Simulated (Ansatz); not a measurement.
The Be1–I3 bond of BeBrI (SMILES [Br][Be][I]) is stretched (multiplicity 1, the rest rigid).
Geometry at rest (charge 0, multiplicity 1):
```csv
atom,x (Å),y (Å),z (Å)
Be,0.0000,0.0000,-0.5033
Br,0.0000,0.0000,-2.4592
I,0.0000,0.0000,1.6620
```

Cores are frozen in the correlated methods. Filled d and f shells under p-block atoms count as core.

The values were computed with Ansatz (a first-principles code). Each number belongs to the level named beside it. In def2 rows elements past Kr take small-core potentials, without spin–orbit coupling.

FIC-MRCISD+Q on CASSCF(6,4)/def2-TZVPPD, total energies (hartree):

```json
[
 {"R (Å)": "2.165", "CASSCF": "-2883.865810", "MRCISD": "-2884.177577", "weight c² of the reference": "0.88091"},
 {"R (Å)": "3.789", "CASSCF": "-2883.756376", "MRCISD": "-2884.058139", "weight c² of the reference": "0.88171"},
 {"R (Å)": "6.929", "CASSCF": "-2883.735451", "MRCISD": "-2884.032534", "weight c² of the reference": "0.88420"}
]
```

**Question.** Add the Davidson correction (E_MRCISD − E_CASSCF)(1 − c²)/c² and give the energies above the first point at the three levels.

**Answer.** 
Corrections (hartree): -0.042146, -0.040486, -0.038909. Above the first point (kcal/mol):
- R = 3.789 Å: CASSCF 68.7, MRCISD 74.9, with the correction 76.0
- R = 6.929 Å: CASSCF 81.8, MRCISD 91.0, with the correction 93.0

Doubts at one or more of the structures used: active orbitals that take no part (FIC-MRCISD+Q on CASSCF(6,4)/def2-TZVPPD).
